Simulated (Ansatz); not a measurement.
`[SiH3][SiH2]BS` + CH₃NH₂ → `CN[SiH2][SiH3]` + `BS`  (cleavage of the Si–B bond)

Isolated molecules relaxed with PBE0-D4/def2-TZVP in Ansatz; ΔE leaves out vibrations. CBS: MP2 limit from def2 TZ/QZ plus the TZ coupled-cluster correction, frozen cores. This one scheme is used for every species. Functionals use def2-TZVPP. B3LYP here is the variant with VWN-RPA as its local correlation; programs differ in this. Each species was taken in one conformer, which may not be the lowest.

(1) Is it downhill or uphill in electronic energy at CCSD(T)/CBS, and by how much? (An estimate is asked.)

(2) What do these levels give: PBE0-D4, B2PLYP, B3LYP, HF/def2-TZVPP, MP2/def2-QZVPP, SCS-MP2/def2-QZVPP? (Best estimate.)

Largest T1 diagnostic among the species: 0.016.

## Answers

(1) Computed: Downhill: ΔE = -9.9 kcal/mol.

(2) Ansatz gave: PBE0-D4 -7.7, B2PLYP -10.9, B3LYP -10.5, HF/def2-TZVPP -14.1, MP2/def2-QZVPP -11.3, SCS-MP2/def2-QZVPP -12.0 kcal/mol.

In def2-TZVPP, CCSD(T) changes the Hartree–Fock value by +4.2 kcal/mol (the triples alone add +0.7 kcal/mol) and MP2 by +2.9 kcal/mol. From PBE to PBE0 (25 % exact exchange), in def2-TZVPP and without D4, ΔE moves by −1.1 kcal/mol.
